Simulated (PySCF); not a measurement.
## From a computed spectrum to the compound

A species of 3 atoms with charge 3 has these harmonic modes (PBE0, small Gaussian bases with core potentials, PySCF 2.14.0):

```csv
cm⁻¹,km/mol,symmetry
268,0.1,π
268,0.1,π
272,9.9,σ+
2416,2.7,σ+
```

Question: Which species is it, and in which structure?

Answer: [Er(CO)]3+ (singlet in the valence; each metal's 4f electrons, 11 of them, lie in its core potential, out of spins and levels):
```xyz
3

Er    0.0000    0.0000   -0.4560
C     0.0000    0.0000    2.0680
O     0.0000    0.0000    3.1788
```
Ideal gas at 298.15 K and 1 bar: S = 281.2 J/(mol K), Cp = 50.8 J/(mol K), H − H(0 K) = 12.3 kJ/mol (rigid rotor, harmonic modes, spin degeneracy alone, that of the 4f electrons in the core included). An lcecp potential fixes the number of 4f electrons, so in runs with it no electron can move into or out of that shell.
 The answer isn't unique; the calculation gave this one.
